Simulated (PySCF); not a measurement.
# Levels of Kr³³⁺ from EOM-EA-GCCSD

Reference: closed-shell Kr³⁴⁺, 1s2; one electron is added. Calculated with PySCF 2.14, two-component X2C-1e with screened spin-orbit coupling, an even-tempered Gaussian basis (17 s from 5.9 bohr⁻², ratio 2.6; 11 p from 7.6 bohr⁻², ratio 2.6; 6 d from 7.8 bohr⁻², ratio 2.8; 3 f from 340 bohr⁻², ratio 2.8); frozen nothing; the 34 highest virtual spinors dropped; of the others 52 kept and the rest restored at second order. No Breit or QED terms. Binding energies in eV.

```csv
level,Koopmans,second order,EOM-CCSD
2s1/2,4110.8,4111.0,4111.0
2p1/2,4040.8,4041.2,4041.2
2p3/2,3973.1,3973.5,3973.5
```

Electric-dipole lines between these computed levels:

```tsv
lower	upper	ΔE (eV)	vacuum wavelength (nm)
2s1/2	2p1/2	69.836	17.75
2s1/2	2p3/2	137.56	9.013
```

For comparison, the ionisation energy of Kr³³⁺ is 4109.1 eV (theoretical estimate listed by NIST; NIST Atomic Spectra Database, ionization energies).

Only part of the computed levels is shown.
